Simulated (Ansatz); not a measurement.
Si₄Ge₃. Charge 0, multiplicity 1. Geometry PBE-D4/def2-SVP.

Cartesian coordinates in Å:
```
Si -0.2240 -1.0156 1.2604
Si 1.1604 0.7050 -0.0317
Si -0.3011 -1.0022 -1.2556
Si -1.3930 0.8536 0.0452
Ge -0.3401 1.2218 2.2093
Ge 1.5632 -2.0105 -0.0572
Ge -0.4654 1.2478 -2.1704
```

The structure comes from a short search, and lower isomers may exist.

Problem. Estimate the orbital energies around the gap (eV) in Ansatz with PBE-D4/def2-TZVPD, B97M-V/def2-TZVP, PBE0-D4/def2-SVP, PBE0-D4/def2-TZVP, ωB97X-V/def2-TZVP.

Solution. 
```json
{"orbital": "HOMO−5", "PBE-D4/def2-TZVPD": "-6.80", "B97M-V/def2-TZVP": "-6.93", "PBE0-D4/def2-SVP": "-7.80", "PBE0-D4/def2-TZVP": "-7.64", "ωB97X-V/def2-TZVP": "-9.55"}
{"orbital": "HOMO−4", "PBE-D4/def2-TZVPD": "-6.25", "B97M-V/def2-TZVP": "-6.39", "PBE0-D4/def2-SVP": "-7.16", "PBE0-D4/def2-TZVP": "-7.06", "ωB97X-V/def2-TZVP": "-8.94"}
{"orbital": "HOMO−3", "PBE-D4/def2-TZVPD": "-6.19", "B97M-V/def2-TZVP": "-6.33", "PBE0-D4/def2-SVP": "-7.14", "PBE0-D4/def2-TZVP": "-7.00", "ωB97X-V/def2-TZVP": "-8.85"}
{"orbital": "HOMO−2", "PBE-D4/def2-TZVPD": "-6.18", "B97M-V/def2-TZVP": "-6.33", "PBE0-D4/def2-SVP": "-7.13", "PBE0-D4/def2-TZVP": "-7.00", "ωB97X-V/def2-TZVP": "-8.84"}
{"orbital": "HOMO−1", "PBE-D4/def2-TZVPD": "-5.47", "B97M-V/def2-TZVP": "-5.60", "PBE0-D4/def2-SVP": "-6.37", "PBE0-D4/def2-TZVP": "-6.24", "ωB97X-V/def2-TZVP": "-8.05"}
{"orbital": "HOMO", "PBE-D4/def2-TZVPD": "-5.20", "B97M-V/def2-TZVP": "-5.30", "PBE0-D4/def2-SVP": "-6.10", "PBE0-D4/def2-TZVP": "-5.96", "ωB97X-V/def2-TZVP": "-7.73"}
{"orbital": "LUMO", "PBE-D4/def2-TZVPD": "-3.49", "B97M-V/def2-TZVP": "-3.32", "PBE0-D4/def2-SVP": "-2.97", "PBE0-D4/def2-TZVP": "-2.89", "ωB97X-V/def2-TZVP": "-1.16"}
{"orbital": "LUMO+1", "PBE-D4/def2-TZVPD": "-3.49", "B97M-V/def2-TZVP": "-3.32", "PBE0-D4/def2-SVP": "-2.97", "PBE0-D4/def2-TZVP": "-2.89", "ωB97X-V/def2-TZVP": "-1.16"}
{"orbital": "LUMO+2", "PBE-D4/def2-TZVPD": "-3.12", "B97M-V/def2-TZVP": "-2.85", "PBE0-D4/def2-SVP": "-2.47", "PBE0-D4/def2-TZVP": "-2.42", "ωB97X-V/def2-TZVP": "-0.56"}
{"orbital": "LUMO+3", "PBE-D4/def2-TZVPD": "-2.03", "B97M-V/def2-TZVP": "-1.74", "PBE0-D4/def2-SVP": "-1.29", "PBE0-D4/def2-TZVP": "-1.28", "ωB97X-V/def2-TZVP": "0.52"}
{"orbital": "LUMO+4", "PBE-D4/def2-TZVPD": "-1.30", "B97M-V/def2-TZVP": "-1.02", "PBE0-D4/def2-SVP": "-0.49", "PBE0-D4/def2-TZVP": "-0.52", "ωB97X-V/def2-TZVP": "1.31"}
{"orbital": "LUMO+5", "PBE-D4/def2-TZVPD": "-1.29", "B97M-V/def2-TZVP": "-1.02", "PBE0-D4/def2-SVP": "-0.49", "PBE0-D4/def2-TZVP": "-0.51", "ωB97X-V/def2-TZVP": "1.31"}
```
